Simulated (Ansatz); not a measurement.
Correlation energies of C₅H₅Ga (`C#[C][Ga]([CH3])[C]#C`) by basis set

```xyz
11

C     1.695    2.571   -0.157
C     1.027    1.565   -0.091
Ga    0.000   -0.051   -0.029
C     0.390   -1.542   -1.224
C    -1.413   -0.111    1.261
C    -2.314   -0.182    2.065
H     2.279    3.461   -0.208
H     0.324   -1.212   -2.263
H     1.414   -1.888   -1.060
H    -0.295   -2.374   -1.069
H    -3.106   -0.237    2.776
```

Charge 0, multiplicity 1. Correlated methods include outer-core shells of Ga, which these sets cover unevenly. Scalar relativity is left out up to krypton. All single points use the PBE0-D4/def2-TZVP geometry. Frozen core, restricted reference, the Gaussian-basis code of Ansatz.

```csv
basis,HF (Eh),MP2 corr.,CCSD corr.,(T),CCSD(T) total
def2-SVP,-2115.00127,-0.84487,-0.87300,-0.03664,-2115.91091
def2-TZVPP,-2115.46989,-0.99462,-1.01577,-0.05204,-2116.53770
def2-QZVPP,-2115.51783,-1.29020,–,–,–
```
